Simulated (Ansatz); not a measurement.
Z-matrix (Å, degrees):
```
Si
O 1 1.639
C 1 1.864 2 111.5
O 1 1.634 2 108.0 3 116.8
H 1 1.489 2 109.8 3 -122.2
H 2 0.960 1 117.4 3 55.2
Si 3 1.835 1 115.1 2 -62.8
H 3 1.097 1 107.3 2 58.5
H 3 1.096 1 109.1 2 174.5
H 4 0.958 1 117.9 2 53.6
F 7 1.601 3 108.7 1 37.9
F 7 1.589 3 111.5 1 154.5
H 7 1.476 3 115.2 1 -82.3
```

Total charge 0; spin multiplicity 1.

Q: List the PBE0/def2-TZVPP orbital energies in eV (Ansatz). (Best estimate.)

A: Ansatz gave: Occupied: -1804.41, -1803.46, -674.23, -674.08, -522.84, -522.73, -278.16, -146.54, -145.63, -101.27, -101.22, -101.15, -100.32, -100.30, -100.27, -33.83, -33.32, -28.57, -27.99, -20.32, -16.27, -15.88, -14.67, -14.21, -13.72, -13.45, -12.90, -12.50, -12.30, -11.97, -11.47, -11.06, -10.41, -10.12, -9.65, -9.55, -8.59. Lowest empty: 0.30, 0.73, 1.10, 1.32, 1.54, 2.09, 2.57, 2.91.
